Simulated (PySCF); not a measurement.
**A ladder of Hamiltonians for Sb⁴⁷⁺ (antimony, charge +47)**

Occupied: 1s1/2, 2s1/2. Hartree-Fock calculated with PySCF 2.14 in an even-tempered Gaussian basis (19 s from 8.5 bohr⁻², ratio 2.3; 14 p from 10 bohr⁻², ratio 2.3), Gaussian nucleus throughout. NR is non-relativistic, sf-X2C the spin-free one-electron X2C Hamiltonian, X2C adds the bare one-electron spin-orbit term, X2C-SNSO screens it by Boettger's factors, DC is four-component Dirac-Coulomb, and the Gaunt and Breit terms are added at first order (total energies over the DC spinors, levels after relaxing the spinors in that mean field). QED terms are absent. Levels marked empty are virtual spinors of this ion.

| Hamiltonian | E (hartree) | E − E(DC) (hartree) | CPU seconds |
| --- | --- | --- | --- |
| NR | -3171.8547 | 122.3802 | 0.43 |
| sf-X2C | -3293.1548 | 1.0801 | 0.22 |
| X2C | -3293.1548 | 1.0801 | 0.22 |
| X2C-SNSO | -3293.1548 | 1.0801 | 0.22 |
| DC | -3294.2349 | 0.0000 | 6.2 |
| DC+Gaunt | -3292.0040 | 2.2309 | 11 |
| DC+Breit | -3292.0493 | 2.1856 | 93 |

Task: Give the 2p spin-orbit interval with each Hamiltonian that has one.

Result: X2C 296.3; X2C-SNSO 284.2; DC 286.1; DC+Gaunt 281.3; DC+Breit 281.3 (eV).

```
   level (eV)        NR    sf-X2C       X2C  X2C-SNSO        DC  DC+Gaunt  DC+Breit
        1s1/2  -33988.5  -35197.1  -35197.1  -35197.1  -35223.2  -35169.6  -35170.2
        2s1/2   -8098.8   -8462.5   -8462.5   -8462.5   -8465.3   -8459.2   -8459.8
2p1/2 (empty)   -7811.6   -7949.8   -8154.7   -8146.0   -8148.5   -8137.3   -8138.9
2p3/2 (empty)   -7811.6   -7949.8   -7858.4   -7861.8   -7862.4   -7856.0   -7857.6
3s1/2 (empty)   -3452.3   -3573.9   -3573.9   -3573.9   -3574.7   -3573.0   -3573.2
```

Weight of the small component: 1s1/2 0.0354, 2s1/2 0.00842, 2p1/2 0.00829, 2p3/2 0.00798, 3s1/2 0.00353.

Koopmans' value for the highest occupied level at DC+Breit: 8459.8 eV, against an ionisation energy of 8455 ± 4 eV (theoretical estimate listed by NIST; NIST Atomic Spectra Database, ionization energies); the former lacks relaxation, correlation, QED and recoil.

The whole ladder took 110 s of wall time on 1 thread of Intel(R) Xeon(R) Platinum 8259CL CPU @ 2.50GHz (shared host), launched as `OMP_NUM_THREADS=1 python relrun2.py TASK.json OUT` (a driver that calls PySCF for each Hamiltonian).
